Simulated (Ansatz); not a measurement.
`C[Se][AlH2]` + H₂ → `[AlH2][SeH]` + CH₄ at 500 K and 1 bar (hydrogenolysis of the Se–C bond).

Computed with Ansatz on PBE0-D4/def2-TZVP structures; ΔE is electronic, products minus reactants. CBS: MP2 limit from def2 TZ/QZ plus the TZ coupled-cluster correction, frozen cores. This one scheme is used for every species. For Se outer-core shells are correlated without core-valence functions, which leaves a few kJ/mol of doubt a bond. Scalar relativity is left out up to krypton.

| species | CCSD(T)/CBS energy (Eh) | H − E (kJ/mol) | S (J/(mol·K)) |
| --- | --- | --- | --- |
| `C[Se][AlH2]` | -2683.80327 | 173.4 | 375.1 |
| H₂ | -1.17544 | 41.0 | 145.5 |
| `[AlH2][SeH]` | -2644.54675 | 84.4 | 318.1 |
| CH₄ | -40.46206 | 135.6 | 206.8 |

H − E and S are ideal-gas, rigid-rotor, harmonic terms from PBE0-D4/def2-TZVP. For small species the MP2-based limit differs from directly extrapolated CCSD(T) by up to some mEh (0.8 for H₂); such offsets cancel only in part. 1 Eh = 2625.50 kJ/mol, R = 8.31446 J/(mol·K).

Task: By hand: ΔE, ΔH, ΔS and ΔG.

Result: ΔE = (-2644.54675) + (-40.46206) − (-2683.80327) − (-1.17544) = -0.03010 Eh = -79.0 kJ/mol. Δ(H − E) = 84.4 + 135.6 − 173.4 − 41.0 = 5.6, so ΔH = -73.4 kJ/mol. ΔS = 318.1 + 206.8 − 375.1 − 145.5 = 4.3 J/(mol·K). ΔG = -73.4 − 500 × (4.3)/1000 = -75.6 kJ/mol.

Task: By hand: the equilibrium constant, and the temperature at which ΔG would vanish if ΔH and ΔS stayed fixed.

Result: log₁₀ K = −ΔG/(RT ln 10) = 7.9. ΔH and −TΔS have one sign here, so there is no such temperature.

The number of gas molecules stays the same, so ΔS is small and ΔH decides. A doubt of 5 kJ/mol in ΔE shifts log₁₀ K by 0.5 here. These are equilibria of isolated gas molecules and say nothing of rates. Largest T1 diagnostic: 0.010 (customary marks: 0.02 for closed shells, 0.045 for open ones).

ΔS is within the doubt of such terms, so its sign, and with it that verdict, could turn.
